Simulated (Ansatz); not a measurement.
`B[N](C)[GeH3]` + `OC1=CC1` → `COC1=CC1` + `B[NH][GeH3]`  (substitution at a C–N bond)

Computed with Ansatz on PBE0-D4/def2-TZVP structures; ΔE is electronic, products minus reactants. CBS: MP2 limit from def2 TZ/QZ plus the TZ coupled-cluster correction, frozen cores. Functionals use def2-TZVPP. For Ge outer-core shells are correlated without core-valence functions, which leaves a few kJ/mol of doubt a bond. Scalar relativity is left out up to krypton. Each species was taken in one conformer, which may not be the lowest.

`B[N](C)[GeH3]`:

Cartesian coordinates in Å:
```
B -0.978 0.031 -1.340
N -0.101 0.090 -0.264
C 0.993 1.044 -0.194
Ge -0.252 -1.057 1.194
H -1.861 -0.779 -1.339
H -0.833 0.796 -2.255
H 0.997 1.666 -1.090
H 1.961 0.537 -0.122
H 0.896 1.699 0.679
H 1.066 -1.842 1.322
H -1.443 -1.985 0.951
H -0.446 -0.200 2.458
```

`OC1=CC1`:

Cartesian coordinates in Å:
```
O 0.818 -1.498 -0.713
C 0.374 -0.317 -0.300
C 0.496 0.962 -0.301
C -0.652 0.365 0.510
H 0.255 -2.185 -0.343
H 0.974 1.879 -0.592
H -0.589 0.346 1.602
H -1.677 0.449 0.138
```

`COC1=CC1`:

Z-matrix (Å, degrees):
```
C
O 1 1.422
H 1 1.093 2 110.4
H 1 1.088 2 106.6 3 -119.5
H 1 1.093 2 110.4 3 121.1
C 2 1.317 1 113.4 3 -60.7
C 6 1.467 2 141.6 1 -180.0
C 6 1.291 2 151.5 1 -0.0
H 7 1.093 6 119.8 2 74.4
H 7 1.093 6 119.8 2 -74.4
H 8 1.074 6 153.4 2 -0.0
```

`B[NH][GeH3]`:

Cartesian coordinates in Å:
```
B 0.525 -0.292 1.474
N 0.622 0.244 0.193
Ge -0.646 0.108 -1.152
H -0.459 -0.908 1.776
H 1.422 -0.131 2.253
H 1.459 0.759 -0.041
H -1.096 1.520 -1.564
H -1.807 -0.703 -0.572
H -0.019 -0.596 -2.367
```

Q: Is it downhill or uphill in electronic energy at CCSD(T)/CBS, and by how much? (Estimate.)

A: Ansatz gave: Uphill: ΔE = +8.9 kJ/mol.

Q: What do these levels give: PBE-D4, r2SCAN-D4, PBE0-D4, ωB97X-V, B2PLYP, MP2/def2-TZVPP, CCSD/def2-TZVPP, CCSD(T)/def2-TZVPP, HF/def2-QZVPP, SCS-MP2/def2-QZVPP, HF/CBS(def2), MP2/CBS(def2)? (Estimate.)

A: The calculation gave: PBE-D4 8.9, r2SCAN-D4 4.9, PBE0-D4 8.2, ωB97X-V 3.9, B2PLYP 2.8, MP2/def2-TZVPP 9.6, CCSD/def2-TZVPP 5.8, CCSD(T)/def2-TZVPP 7.3, HF/def2-QZVPP -8.2, SCS-MP2/def2-QZVPP 6.8, HF/CBS(def2) -8.2, MP2/CBS(def2) 11.2 kJ/mol.

Largest T1 diagnostic among the species: 0.013.

The D4 term adds +3.6 kJ/mol with B3LYP and +1.8 kJ/mol with PBE0; it sums over pairs of atoms, weighted by their polarisabilities, and B3LYP, whose exchange is more repulsive, gets the larger term. In def2-TZVPP, CCSD(T) changes the Hartree–Fock value by +15.4 kJ/mol (the triples alone add +1.4 kJ/mol) and MP2 by +17.8 kJ/mol.

B3LYP here is the variant with VWN-RPA as its local correlation; programs differ in this.
